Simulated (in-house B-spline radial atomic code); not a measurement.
Configurations of Eu VII (Eu6+), with energies counted from [Kr] 4d10 4f5 5s2 5p4. Computed with a B-spline radial code for spherical atoms: scalar-relativistic (X2C) B3LYP, spin-polarised, spherical fractional occupations, exact exchange averaged over the configuration, Fermi nucleus of rms radius 5.1115 fm. Shells without spins written out take the highest spin.

Occupations are held fixed; configurations that lie above the ionisation limit could autoionise.

| configuration | E - E(ref) (eV) | highest orbital | its <r> (bohr) |
| --- | --- | --- | --- |
| [Kr] 4d10 4f4 5s2 5p4 5d1 | 25.968 | 5d up | 1.713 |
| [Kr] 4d9 4f6 5s2 5p4 | 129.35 | 4f up | 0.7812 |
| [Kr] 4d9 4f5 5s2 5p4 5d1 | 156.93 | 5d up | 1.706 |
| [Kr] 4d9 4f5 5s2 5p4 6s1 | 170.86 | 6s up | 2.493 |

(1) Order these further configurations by energy, lowest first.
A. [Kr] 4d9 4f5 5s2 5p4 6d1
B. [Kr] 4d10 4f5 5s2 5p3 6p1
C. [Kr] 4d10 4f6 5s2 5p3
D. [Kr] 4d9 4f5 5s2 5p4 6p1
E. [Kr] 4d10 4f5 5s2 5p3 6d1

Results:

(1) C (6.6492 eV), B (49.705 eV), E (61.391 eV), D (179.35 eV), A (191.22 eV).
